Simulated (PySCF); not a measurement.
A survey of 31P NMR shifts

Relativity neglected, single conformer, averaged over atoms made equivalent by symmetry, fast rotation or ring inversion, no solvent model. GFN2-xTB structure; shieldings: GIAO PBE0/pcSseg-1; PySCF.

Shieldings were converted by a linear fit to measured shifts: 31P: δ = 270.09 − 0.828σ (rms 18.1 ppm, 64 shifts vs H3PO4, solution or neat liquid). A few per cent of atoms miss by over 2 rms, more outside the fitted compound classes.

Problem. Give the 31P shifts of `C#C[P@](=S)(C(C)=O)C1CC1`, `C[P@](=O)(O)C[SiH3]`, `CN=P12C=CC(C=C1)C=C2`.

Solution. 
| compound | environment | δ (ppm) |
| --- | --- | --- |
| C#C[P@](=S)(C(C)=O)C1CC1 | phosphorus bonded to 3 C, S | 16.7 |
| C[P@](=O)(O)C[SiH3] | phosphorus bonded to 2 C, 2 O | 38.9 |
| CN=P12C=CC(C=C1)C=C2 | phosphorus bonded to 3 C, N, in a 6-membered ring | -28.8 |

Problem. Order these by 31P shift, lowest first.
A. C=P1(c2ccncc2)CC1
B. COC1C=CP(C(C)=O)C=C1
C. C=Cc1cpcn1C1CC1
D. Cc1ccccc1[P@@](C)(=O)O
E. COc1cc(C)cc(OC)p1
F. COc1scpc1C1CC1

Solution. A (-112.0 ppm, phosphorus bonded to 4 C, in a 3-membered ring), B (8.1 ppm, phosphorus bonded to 3 C, in a 6-membered ring), D (33.0 ppm, phosphorus bonded to 2 C, 2 O), E (59.7 ppm, phosphorus bonded to 2 C, in a 6-membered ring), C (102.1 ppm, phosphorus bonded to 2 C, in a 5-membered ring), F (197.7 ppm, phosphorus bonded to 2 C, in a 5-membered ring).
